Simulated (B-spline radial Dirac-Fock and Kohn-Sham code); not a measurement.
Nd: non-radiative channels of the N4 vacancy

System: the Nd atom, configuration 1s2 2s2 2p6 3s2 3p6 3d10 4s2 4p6 4d10 4f5 5s2 5p6 6s1 (an excited configuration).

Input of the calculation (task.json; shells as n, l, electrons):

```json
{"items": [{
  "Z": 60,
  "q": 0,
  "cfg": [[1, 0, 2], [2, 0, 2], [2, 1, 6], [3, 0, 2], [3, 1, 6], [3, 2, 10], [4, 0, 2], [4, 1, 6], [4, 2, 10], [4, 3, 5], [5, 0, 2], [5, 1, 6], [6, 0, 1]],
  "A": 142,
  "rrms": 4.9123,
  "do": ["binding", "quiet", "decay"],
  "holes": ["K", "L1", "L2", "L3", "M1", "M2", "M3", "M4", "M5", "N1", "N2", "N3", "N4", "N5"]
}]}
```

Launch: `python xray_run.py task.json out`

Level of theory: a relativistic independent-particle model: LDA orbitals of the hole state, radiative multipoles to third order, Auger rates from the Coulomb interaction with a continuum orbital, Dirac-Fock energies; a radial B-spline solver. Kinetic energies are configuration averages from the vacuum level; the two-hole energies are estimated from single-hole states.

```
transition  kinetic energy (eV)  width (meV)  share (%)
   N4-O1O1                    –         16.0        1.4
   N4-O2O3                67.17         18.0        1.6
   N4-N6O1                    –          136       11.9
   N4-N7O1                    –         14.6        1.3
   N4-N6O2                89.21          111        9.8
   N4-N7O2                89.48         44.6        3.9
   N4-N6O3                92.14          185       16.2
   N4-N7O3                92.57         15.1        1.3
   N4-N6N6                112.1          135       11.9
   N4-N6N7                112.5          415       36.3
```

A dash stands for an energy that rests on an unreliable hole state.

Coster-Kronig rates are the weakest part of this model and often come out 1.5 to 2.5 times too large. The listed channels hold 96 % of the non-radiative rate. Summed by principal shells, of 1.14 eV in all: NNN 48.7 %, NNO 44.4 %, NOO 6.1 %, NNP 0.7 %.
